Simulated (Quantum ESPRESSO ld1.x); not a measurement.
Results of a calculation; reference values are marked as such.
Coulomb parameter of the 4d shell of neutral palladium in the model configuration [Kr] 4d8.5 5s1.5, as a second difference U = [E(n + 0.5) + E(n - 0.5) - 2 E(n)] / (0.5)^2 with all orbitals relaxed. "Bare": the charge of the atom changes with n. "Screened": the 5s shell takes up the change at fixed total charge, which measures U(4d,4d) + U(5s,5s) - 2 U(4d,5s). Level of theory: scalar-relativistic Kohn-Sham, revPBE, spin-unpolarised, spherical densities, point nucleus (ld1.x of Quantum ESPRESSO 7.5).

case              configuration  E - E(n) (eV)
start          [Kr] 4d8.5 5s1.5          0.000
bare +0.5        [Kr] 4d9 5s1.5         -2.811
bare -0.5        [Kr] 4d8 5s1.5          5.407
screened +0.5      [Kr] 4d9 5s1         -1.421
screened -0.5      [Kr] 4d8 5s2          1.900

U(bare) = 10.386 eV, U(screened by 5s) = 1.917 eV, against the Slater integral F0(4d,4d) = 17.095 eV with frozen orbitals. The step up makes a negative ion, whose loosely bound charge lowers the bare value.
